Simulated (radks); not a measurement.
The numbers below are computed, except where a source is named.
Question: All-electron atom: Ce22.1+ in [Ar] 3d9.9 4s2 4p6 (fractional occupations, a model configuration). Code: a radial shooting solver on a logarithmic mesh with Libxc functionals. Model: scalar-relativistic Kohn-Sham, SCAN, spin-unpolarised, spherical densities, finite nucleus; meta-GGA in the generalised Kohn-Sham scheme; Fermi nuclear charge, rms radius 4.8771 fm. Some entries of the table are withheld. Estimate them.

orbital,occ.,eigenvalue (eV),r(max) (bohr)
1s,2,-40975.05,(1)
2s,2,-7118.873,0.08894
2p,6,-6439.870,0.07167
3s,2,(2),0.2530
3p,6,-1794.548,(3)
3d,9.9,-1490.274,0.2034
4s,2,-824.5993,0.5672
4p,6,-746.2222,0.5836

Answer: 
(1) 1s r(max) (bohr): 0.01574
(2) 3s eigenvalue (eV): -2012.394
(3) 3p r(max) (bohr): 0.2475
